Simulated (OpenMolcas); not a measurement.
Tc5+: the spin-orbit constant, worked from levels

- Program: OpenMolcas
- Basis: ANO-RCC-VQZP [8s7p5d3f2g1h]
- Scalar Hamiltonian: DKH2, point nucleus
- Active space: 8 electrons in 8 orbitals (RAS1 4p, at most 2 holes; RAS2 4d)
- State averaging: 2S+1 = 3 even, 10 roots; 2S+1 = 1 even, 15 roots
- Spin-orbit coupling: RASSI with atomic mean-field integrals over the reference wave functions, term energies averaged over their components

Methods: RASSCF; SS-RASPT2, IPEA 0.25 Eh, imaginary shift 0.1 Eh (closed shells correlated: 4s).

**The spin-orbit constant.** For the Hund term ³F of d2, E(J) = (A/2) J(J+1) + constant and ζ = 2S·A = 2A. From J = 2 to J = 4 the energy changes by 7 A.

```json
{"Source": "RASSCF", "E(4) - E(2)": "4420.1", "A": "631.4", "ζ": "1263"}
{"Source": "SS-RASPT2", "E(4) - E(2)": "4438.5", "A": "634.1", "ζ": "1268"}
```

All in cm-1. Both methods take the spin-orbit matrix elements from the reference wave functions, so the second can move ζ only through the term energies and any multistate remixing. Second-order mixing with other terms is absorbed into this ζ.

CASPT2 does not keep the components of a term degenerate, so their means are used; among the terms shown or strongly mixed into the levels shown the widest spread is 200 cm-1 (4d² ³F, SS-RASPT2). Active for correlation alone: 4p; no level in the range computed is led by a configuration that opens it, so any true level of that kind is missing. Without dynamic correlation excited terms often stand tens of per cent too high (terms of higher spin than the ground term too low), and those without a measured partner can miss by more than the paired ones (holds for RASSCF). Levels of configurations outside the active space are missing.
